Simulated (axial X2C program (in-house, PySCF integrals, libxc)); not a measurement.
# MoP: bond constants with and without spin–orbit coupling

Computed with an in-house all-electron X2C program for linear molecules (integrals from PySCF). Spin-free means the one-electron spin-free X2C Hamiltonian; two-component (2c) means X2C with spin–orbit coupling and atomic mean-field two-electron Coulomb and Gaunt terms, so the difference of the two also holds small scalar two-electron terms. Basis: Mo dyall-cv3z [11s12p9d5f3g], P dyall-v3z [8s7p2d1f] (cores contracted in-house); Gaussian nuclei, density fitting, unrestricted open shells. Masses: Mo 97.905 u, P 30.974 u.

The run was started with this input:
```json
{
 "zs": [
  42,
  15
 ],
 "q": 0,
 "bas": [
  "dyall-cv3z",
  "dyall-v3z"
 ],
 "levels": [
  "PBE0",
  "HF",
  "BLYP"
 ],
 "cc": true,
 "r0": 2.23,
 "thr": -1.0,
 "nmax": 90,
 "npts": 10,
 "nst": 2,
 "ntry": 6
}
```
```bash
python so2c.py task.json out
```

Keys: zs atomic numbers; q charge; bas basis sets; levels methods; cc coupled cluster on or off; r0 starting distance in Å; thr threshold in hartree for freezing inner shells (an s shell follows its p shell); nmax most natural virtual spinors; npts points on the curve; nst determinants followed; ntry starts of the search. HF also brings MP2.

State, spin-free: M_S = 3/2, Λ = 0 (beyond evenly filled blocks: σα, δ+α, δ-α); electrons by block: σα: 14, σβ: 13, π+α: 6, π+β: 6, π-α: 6, π-β: 6, δ+α: 2, δ+β: 1, δ-α: 2, δ-β: 1. Fragments: Mo + P.

State, 2c: Ω = 3/2 (⟨Sz⟩ = 1.50, ⟨Lz⟩ = 0.00 at PBE0); electrons by block: 1/2: 20, -1/2: 19, 3/2: 7, -3/2: 8, 5/2: 2, -5/2: 1. Fragments: Mo + P.

```csv
Hamiltonian,level,Re (Å),ωe (cm⁻¹),αe (cm⁻¹),De (eV),D0 (eV),μ (D)
spin-free,CCSD,2.165,394.6,0.00125,2.22,2.20,n/a
spin-free,CCSD(T),2.140,433.0,0.00114,2.50,2.47,n/a
2c,PBE0,2.129,433.1,0.0012,2.89,2.86,-3.52
2c,BLYP,2.122,512.2,0.000754,3.87,3.84,-2.88
```

Spin-free values that have a 2c row agree with it to the digits that matter (0.001 Å, 0.01 eV) and are not repeated.

Correlated methods: 11 electrons correlated (number of frozen shells: Mo 4 s, 3 p, 1 d; P 2 s, 1 p), 263 virtual spin orbitals or spinors in MP2, 90 natural virtuals in coupled cluster.

Dipoles are positive if P is the positive end.

The state is a single determinant with fixed occupations, the lowest that a limited PBE0 search found. De is counted from the lowest determinant-based energies of the atoms at the same level, without counterpoise correction. Density functionals use the spin component along the axis (collinear). Coupled cluster ran in a truncated set of natural virtual spinors; the MP2 energy of the rest was added. (T) has no such correction and the atoms are truncated less, which lowers De at CCSD(T) by a hundredth of an eV or more. With several unpaired electrons one determinant need not be a pure state. This is the top spin component of a Σ state; components of lower Ω are not single determinants and can lie lower. The determinant is spin-polarised beyond a pure state at some levels (its spin-free form has ⟨S²⟩ too high), which makes Re and μ there less reliable. The T1 diagnostic is large, a sign of multireference character. With the outer-core shells frozen, correlated bond lengths of heavy atoms tend to come out a few hundredths of an ångström too long.

No reliable constants came from CCSD (2c), CCSD(T) (2c), HF (2c), HF (spin-free), MP2 (2c), MP2 (spin-free): no minimum in range, unconverged points, a curve that is not smooth, a change of character along it, or the two Hamiltonians disagreeing along it.

Rough cost a point (2c) on 1 thread(s) of a shared host, integrals apart: PBE0 0.8 s, BLYP 0.4 s.

The whole task took 3.5 min on 1 thread of Arm Neoverse V1, on a shared host.
